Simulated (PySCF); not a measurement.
Shieldings and the share of exact exchange

Molecule: SMILES C=C(C)B(C)F, C$_{4}$H$_{8}$BF.

Molfile (atoms numbered from 1):
```
C4H8BF
     RDKit          3D

 14 13  0  0  0  0  0  0  0  0999 V2000
    1.4923   -1.2931   -0.7460 C   0  0  0  0  0  0  0  0  0  0  0  0
    0.6363   -0.3162   -0.3996 C   0  0  0  0  0  0  0  0  0  0  0  0
    1.0306    1.1335   -0.4309 C   0  0  0  0  0  0  0  0  0  0  0  0
   -0.8072   -0.7225    0.0613 B   0  0  0  0  0  0  0  0  0  0  0  0
   -1.8881    0.3023    0.5460 C   0  0  0  0  0  0  0  0  0  0  0  0
   -1.1196   -2.0226    0.0425 F   0  0  0  0  0  0  0  0  0  0  0  0
    1.1867   -2.3433   -0.7161 H   0  0  0  0  0  0  0  0  0  0  0  0
    2.5197   -1.0842   -1.0685 H   0  0  0  0  0  0  0  0  0  0  0  0
    0.9298    1.5974    0.5644 H   0  0  0  0  0  0  0  0  0  0  0  0
    0.3770    1.7114   -1.1059 H   0  0  0  0  0  0  0  0  0  0  0  0
    2.0693    1.2741   -0.7660 H   0  0  0  0  0  0  0  0  0  0  0  0
   -2.8490   -0.1676    0.7979 H   0  0  0  0  0  0  0  0  0  0  0  0
   -2.0606    1.0742   -0.2234 H   0  0  0  0  0  0  0  0  0  0  0  0
   -1.5200    0.8476    1.4324 H   0  0  0  0  0  0  0  0  0  0  0  0
  1  2  2  0
  2  3  1  0
  2  4  1  0
  4  5  1  0
  4  6  1  0
  1  7  1  0
  1  8  1  0
  3  9  1  0
  3 10  1  0
  3 11  1  0
  5 12  1  0
  5 13  1  0
  5 14  1  0
M  END
```

GIAO shieldings (ppm, equivalent atoms averaged) in PySCF on the PBE0-D3(BJ)/def2-SVP geometry, basis pcSseg-1, gas phase, non-relativistic:

| functional | exact exchange (%) | σ(C3) | σ(B4) | σ(F6) |
| --- | --- | --- | --- | --- |
| BLYP | 0 | 149.5 | 42.2 | 188.1 |
| BP86 | 0 | 154.1 | 45.5 | 188.8 |
| PBE | 0 | 154.5 | 44.7 | 184.2 |
| B3LYP | 20 | 154.5 | 46.2 | 209.1 |
| PBE0 | 25 | 160.1 | 49.7 | 211.1 |
| mPW1PW91 | 25 | 159.2 | 49.8 | 213.2 |
| HF | 100 | 169.5 | 64.3 | 274.7 |

Question: Fit each shielding as a line in the percentage of exact exchange.

Answer: σ(C3) = 153.2 + 0.17 x (rms 2.1 ppm); σ(B4) = 44.0 + 0.20 x (rms 1.2 ppm); σ(F6) = 188.6 + 0.87 x (rms 2.3 ppm). The functionals also differ in their semilocal parts, which the line can't hold; Hartree–Fock has no correlation at all.

Question: What does the line predict for BHandHLYP (50 %), and what does the run give?

Answer: σ(C3): 161.7 predicted, 160.6 computed; σ(B4): 54.0 predicted, 52.4 computed; σ(F6): 232.1 predicted, 236.5 computed ppm.
